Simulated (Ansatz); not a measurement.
CAlClN, SMILES `[C-]#[N+][Al-][Cl]` (lower singlet) (charge -1, multiplicity 1). This singlet lies 1.77 eV below the relaxed triplet at the level frozen-core CCSD(T)/aug-cc-pVDZ // PBE0-D3(BJ)/def2-TZVPD (Ansatz, a first-principles code).

Cartesian coordinates (Å):
SMILES: [C-]#[N+][Al-][Cl]
```xyz
4

C     -2.0225     0.0652     0.3781
N     -0.8717     0.1983     0.5394
Al     0.9242     0.8369     0.9339
Cl     1.9701    -1.1004     0.3983
```
Charge -1, spin multiplicity 1.

The restricted HF start is unstable towards unrestricted orbitals.

Q: Give the natural occupations of the active orbitals, the CASSCF energy and the corrected energy for frozen-core fic-MRCISD+Q@CASSCF(2e,2o)/aug-cc-pVTZ // PBE0-D3(BJ)/def2-TZVPD (Ansatz).

A: 
```
Property                        Value
-----------------------  ------------
natural occupations        1.95, 0.05
CASSCF energy            -793.9426 Ha
corrected energy         -794.5414 Ha
weight of the reference         0.855
```
